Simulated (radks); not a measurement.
Hg15+, 65 electrons, occupied as [Kr] 4d10 4f14 5s2 5p3.

Calculated with a radial shooting solver on a logarithmic mesh with Libxc functionals: scalar-relativistic Kohn-Sham, LDA (Slater exchange, VWN5 correlation), spin-polarised, spherical densities, finite nucleus; open shells are filled with parallel spins first (spin-orbit coupling, left out, can overturn this in heavy ions); Fermi nuclear charge, rms radius 5.4648 fm.

Energy parts (hartree):
part                       energy
total                 -19532.1878
kinetic                21915.5123
electron-nucleus      -47905.0155
Hartree                 6805.3764
exchange-correlation    -348.0609

Orbitals (lengths in bohr, moments of r in powers of bohr; r(max) is where P^2 peaks):
orbital  occ.  eigenvalue (hartree)      <r>   r(max)       <r^4>  <1/r>
1s up       1             -3064.488  0.01660  0.01024   4.004e-07  97.45
1s down     1             -3064.466  0.01660  0.01024   4.004e-07  97.45
2s up       1             -552.7842  0.06997  0.05919  0.00005834  22.87
2s down     1             -552.7711  0.06997  0.05919  0.00005834  22.87
2p up       3             -478.6736  0.06329  0.04907  0.00004760  20.28
2p down     3             -478.6557  0.06329  0.04907  0.00004761  20.28
3s up       1             -139.8278   0.1808   0.1668    0.002103  8.481
3s down     1             -139.8134   0.1808   0.1668    0.002103  8.481
3p up       3             -118.4008   0.1821   0.1664    0.002318  7.721
3p down     3             -118.3849   0.1821   0.1664    0.002318  7.721
3d up       5             -95.79075   0.1649   0.1354    0.001777  7.264
3d down     5             -95.77538   0.1649   0.1354    0.001777  7.264
4s up       1             -39.46168   0.3987   0.3754     0.04633  3.651
4s down     1             -39.43585   0.3986   0.3755     0.04623  3.652
4p up       3             -32.41162   0.4243   0.3953     0.06159  3.295
4p down     3             -32.38271   0.4240   0.3953     0.06132  3.297
4d up       5             -24.03190   0.4461   0.4017     0.08240  2.965
4d down     5             -23.99718   0.4453   0.4016     0.08163  2.968
4f up       7             -14.70465   0.4683   0.3631      0.1270  2.583
4f down     7             -14.65976   0.4660   0.3628      0.1237  2.592
5s up       1             -14.88757   0.8404   0.8023      0.8491  1.629
5s down     1             -14.72205   0.8384   0.7996      0.8449  1.636
5p up       3             -12.68714   0.9192   0.8765       1.227  1.463
5p down     0             -12.51158   0.9187   0.8740       1.230  1.466

The highest occupied level is 5p up at -345.23 eV. The spin density at the nucleus is -29.24 e/bohr^3 (1s -8.40, 2s 1.93, 3s 1.99, 4s -1.72, 5s -23.05). For comparison, the ionisation energy in NIST's Atomic Spectra Database is 357 eV (theoretical). In exact Kohn-Sham theory the highest level is minus the ionisation energy, but local and semilocal functionals leave it too shallow, through self-interaction and a potential that decays too fast; potentials with the right tail come closer. The electron density at the nucleus is 2.491e+06 e/bohr^3 (large components only). The density falls to 0.001 e/bohr^3 at r = 1.94 bohr. Spin moment in Bohr magnetons: 3.
